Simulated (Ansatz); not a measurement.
Reaction (SMILES): F[SiH](F)F [trifluorosilane] -> F[SiH]F + F atom (the F-Si bond at the site shown breaks; other sites are not compared here)
Geometries: B3LYP-D3(BJ)/def2-TZVP minima from Ansatz (a program for electronic structure).

Quantity: bond dissociation energy (electronic energy difference), in kcal/mol. Cores are frozen in the correlated levels unless marked. UHF or UKS for open shells. No spin-orbit coupling. No relativistic terms. CBS(X,Y): correlation extrapolated as X^-3; Hartree-Fock from the larger set (for Q and 5 zeta extrapolated as (X+1)exp(-9√X)).

| level | program | bond dissociation energy (kcal/mol) | minus last row |
|---|---|---|---|
| HF/aug-cc-pV(T+d)Z | Ansatz | 127.8 | -40.7 |
| HF/cc-pV(5+d)Z | Ansatz | 128.6 | -39.9 |
| HF/CBS(cc-pV(Q+d)Z,cc-pV(5+d)Z) | Ansatz | 128.6 | -39.9 |
| PBE-D3(BJ)/def2-TZVPD | Ansatz + dftd3 | 161.1 | -7.4 |
| BHLYP-D3(BJ)/def2-TZVPD | Ansatz + dftd3 | 156.3 | -12.2 |
| r2SCANh/def2-TZVPD | Ansatz | 159.7 | -8.8 |
| r2SCAN0-D4/def2-TZVPD | Ansatz + dftd4 | 157.9 | -10.6 |
| CAM-B3LYP/def2-TZVPD | Ansatz | 162.9 | -5.6 |
| B2GP-PLYP-D3(BJ)/def2-TZVPD | Ansatz + dftd3 | 163.6 | -4.9 |
| MP2/cc-pwCVTZ | Ansatz | 171.8 | 3.3 |
| MP2/cc-pV(5+d)Z | Ansatz | 174.9 | 6.4 |
| CCSD/cc-pwCVTZ | Ansatz | 162.5 | -6.0 |
| CCSD(T)/aug-cc-pV(D+d)Z | Ansatz | 154.2 | -14.3 |
| CCSD(T) with core electrons (1s frozen past Ne)/cc-pwCVTZ | Ansatz | 164.8 | -3.7 |
| CCSD(T)/CBS(cc-pV(Q+d)Z,cc-pV(5+d)Z) | Ansatz | 168.5 | 0.0 |
